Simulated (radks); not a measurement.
These are the eigenvalues of the occupied orbitals of an atom or ion with whole-number occupations (eV). All-electron calculation, scalar-relativistic Kohn-Sham, PBE, spin-polarised, spherical densities, finite nucleus; Fermi nuclear charge, rms radius of each element as measured or else 0.836 A^(1/3) + 0.57 fm. Program: a radial shooting solver on a logarithmic mesh with Libxc functionals.

1s up: -1360.040
1s down: -1357.187
2s up: -163.2910
2s down: -157.2312
2p up: -131.6286
2p down: -125.0363

Which element is it, and in what charge state? The configuration may be excited. Open shells, if any, are filled with parallel spins first.

Answer. Z = 12, magnesium, charge +4: Mg4+ in [He] 2s2 2p4. The list shows which subshells hold electrons but not how many an open one holds; the 1s level, -49.981 hartree, gives Z - s = 10.0 by -(Z - s)^2/2, which with screening and relativity narrows Z to a few neighbours, and the depths of the outer levels then fix element, charge and occupations together.
